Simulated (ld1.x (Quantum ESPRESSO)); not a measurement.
The numbers below are computed, except where a source is named.
# Pseudopotentials across the periodic table

Generated with ld1.x 7.5 (TM, RRKJ, ultrasoft, PAW), atompaw 4.2 or ONCVPSP 4.0.1. The cutoff is in Ry: for ld1.x and atompaw files where the sum of valence levels is converged to 10 mRy in a Bessel basis, for ONCV files where the hardest occupied wave has 1 mHa per electron of residual kinetic energy. The error is the largest all-electron minus pseudo excitation energy over each file’s own four to seven test configurations (ionisations up to +4, promotions, holes and added fractions of an electron), all of which were solved. The labels leave out finer settings (local radius, basis sizes, second energies), which also bear on the numbers. Spin-polarised tests are not counted. The rows are a selection from randomly drawn settings: files with unsolved tests, undetermined cutoffs or missed reference levels are left out.

A true bound ghost makes a file unfit for plane-wave use even where its test errors are small: the radial tests pick states by their node count and pass the ghost by.

```tsv
element	potential	cutoff (Ry)	largest error (meV)	bound ghosts
Li	RRKJ, LDA (PZ), non-relativistic, rc 3.25/4.20 (sp), local s, core correction yes, reference 2s0 2p1	6	-9.0	none
Se	ultrasoft, PBEsol, scalar-relativistic, rc 1.50/1.75 (sp), local smoothed, core correction yes, reference 4s2 4p4	18	-243	none
Ru	TM, PBE, fully relativistic, rc 1.90/3.90/1.85 (spd), local s, core correction no, reference 4d7 5s0.5 5p0	50	-354	none
Bi	TM, PBE, non-relativistic, rc 1.92/2.24 (sp), local p, core correction yes, reference 6s2 6p2.75	21	-399	none
```

Fill in the row for Fe: RRKJ, LDA (PZ), scalar-relativistic, rc 2.55/1.05/1.60 (spd), local p, core correction yes, reference 3p6 3d6 4s1.5 4p0.

cutoff 100 Ry, largest error +56 meV, bound ghosts: s.

Fill in the row for Mg: PAW, PBEsol, scalar-relativistic, rc 2.35/4.40/3.50 (spd), local smoothed, core correction yes, reference 3s2 3p0.

cutoff 6 Ry, largest error -10 meV, bound ghosts: none.
